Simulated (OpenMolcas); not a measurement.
# AlClOF (SMILES [O][Al]([F])[Cl]): methods side by side

AlClOF: 4 atoms, total charge 0, spin state doublet. SMILES: `[O][Al]([F])[Cl]`. Geometry: relaxed at PBE0-D4/def2-TZVP.

Quantity: the vertical energy of the quartet above the doublet, in eV. The values are calculated.

```
             level           kind     program  value (eV)  CPU time (all runs)
     UHF/6-311+G**   Hartree–Fock  OpenMolcas        6.02                 45 s
U-revPBE/6-311+G**            GGA  OpenMolcas        5.80              1.8 min
    UPBE/6-311+G**            GGA  OpenMolcas        5.79                 92 s
U-r2SCAN/6-311+G**       meta-GGA  OpenMolcas        6.16              1.7 min
  UM06-L/6-311+G**       meta-GGA  OpenMolcas        6.35              1.8 min
   UTPSS/6-311+G**       meta-GGA  OpenMolcas        5.91              1.9 min
  UB3LYP/6-311+G**  global hybrid  OpenMolcas        6.28                 87 s
  UBHLYP/6-311+G**  global hybrid  OpenMolcas        6.69                 71 s
```

The values span 5.79 to 6.69 eV. CPU times are rough (shared hosts, several kinds of processor): they show what a rung costs within a factor of a few.
